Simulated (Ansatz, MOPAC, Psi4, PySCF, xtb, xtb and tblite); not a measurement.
Two geometries of SMILES [CH3][Al]([CH3])[NH][SiH2]N (C₂H₁₁AlN₂Si), relaxed at GFN2-xTB with one dihedral held; other torsions can differ between them too.

Structure A

```
17

Si     2.1546    -1.0994     0.1207
N      2.5761     0.5338    -0.2151
N      0.4149    -1.1141     0.1305
Al    -0.9927     0.0101    -0.0139
C     -0.7669     1.9915    -0.0984
C     -2.7835    -0.8717    -0.0650
H      2.7005    -1.9163    -0.9714
H      2.6303    -1.6248     1.4177
H      1.9348     1.2433     0.1008
H      3.5284     0.8289    -0.0822
H      0.0849    -2.0705     0.2219
H     -1.7281     2.4948    -0.2434
H     -0.3260     2.4127     0.8111
H     -0.1203     2.2959    -0.9276
H     -2.8869    -1.5486    -0.9193
H     -3.6023    -0.1500    -0.1307
H     -2.9668    -1.4794     0.8272
```

Structure B

```
17

Si     2.1089    -1.0539     0.0282
N      2.7118     0.5606    -0.0394
N      0.3632    -1.1459     0.0181
Al    -1.0642    -0.0373    -0.0440
C     -0.7824     1.9343    -0.1485
C     -2.8603    -0.9047    -0.0067
H      2.6349    -1.7285    -1.1643
H      2.6254    -1.6249     1.2772
H      2.4534     1.1048    -0.8474
H      2.5859     1.1279     0.7839
H      0.0599    -2.1153     0.0540
H     -1.7234     2.4921    -0.1166
H     -0.1637     2.3044     0.6753
H     -0.2711     2.2287    -1.0707
H     -3.0194    -1.5587    -0.8702
H     -3.6740    -0.1743    -0.0083
H     -2.9971    -1.5329     0.8796
```

### Question
Which is lower in energy at the level CCSD(T) on RHF/cc-pVDZ, frozen core // GFN2-xTB (Ansatz, an electronic-structure program), and by how much?

### Answer
B is lower, by 2.80 kcal/mol (dihedral N3–Si1–N2–H9: 30° in A, -60° in B).

E(B) − E(A) in kcal/mol at the other levels, on the same two geometries: GFN2-xTB (xtb and tblite) 0.79; B3LYP/def2-TZVP // GFN2-xTB (Psi4) -1.85; B3LYP-D3(BJ)/def2-TZVP // GFN2-xTB (Psi4) -1.72; PBE/def2-TZVP // GFN2-xTB (Psi4) -2.08; PBE-D3(BJ)/def2-TZVP // GFN2-xTB (Psi4) -2.03; M06-2X/def2-TZVP // GFN2-xTB (Psi4) -1.47; RHF/cc-pVDZ // GFN2-xTB (Ansatz) -2.23; MP2 on RHF/cc-pVDZ, frozen core // GFN2-xTB (Ansatz) -2.73; CCSD on RHF/cc-pVDZ, frozen core // GFN2-xTB (Ansatz) -2.64; PM3, restricted, heats of formation // GFN2-xTB (MOPAC) -5.11; PM6, restricted, heats of formation // GFN2-xTB (MOPAC) -3.95; GFN1-xTB // GFN2-xTB (xtb) 1.38; restricted B3LYP/6-31G*, spherical d, density fitting // GFN2-xTB (PySCF) -2.74; restricted B3LYP/LANL2DZ, with its core potentials past Ne // GFN2-xTB (PySCF) -2.24; restricted M06-2X/6-31G*, spherical d, density fitting // GFN2-xTB (PySCF) -2.23; restricted Hartree-Fock/LANL2DZ, with its core potentials past Ne // GFN2-xTB (PySCF) -1.45.
